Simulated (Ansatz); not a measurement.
Job for Ansatz (an electronic-structure program): R-wB97M-V/def2-TZVPPD on C2H7NO (a complex), monomers drawn apart or pushed together. Files ending in .json are basis or fitting sets from the Basis Set Exchange.

Ansatz 0.2 input:
```yaml
crystal:
  periodic: [false, false, false]
  atoms:
    - {symbol: C, position_ang: [0.08629184, 0.29096822, 0.74281492]}
    - {symbol: O, position_ang: [-0.32809843, -0.83120190, 0.60768730]}
    - {symbol: H, position_ang: [1.14558014, 0.50676769, 0.96734744]}
    - {symbol: H, position_ang: [-0.55627815, 1.17827513, 0.60106447]}
    - {symbol: C, position_ang: [0.23874268, -0.55394767, 3.61416496]}
    - {symbol: N, position_ang: [-0.25397514, 0.72377721, 3.09570313]}
    - {symbol: H, position_ang: [1.32865649, -0.52759966, 3.64951543]}
    - {symbol: H, position_ang: [-0.04772582, -1.34983063, 2.92618509]}
    - {symbol: H, position_ang: [-0.12960576, -0.80895909, 4.61474682]}
    - {symbol: H, position_ang: [0.06352481, 1.49826351, 3.66602175]}
    - {symbol: H, position_ang: [-1.26690089, 0.74447210, 3.09687376]}
basis:
  gaussian:
    orbitals: def2-TZVPPD.json
hamiltonian:
  xc: {name: wB97M-V}
scf: {lower_state_search: off}
```

Problem. What total energy does the run end on?

Solution. -210.3567 hartree.

Problem. How many basis functions does it have, and what does it roughly cost on one machine?

Solution. 270 functions; very roughly 14 core-seconds.
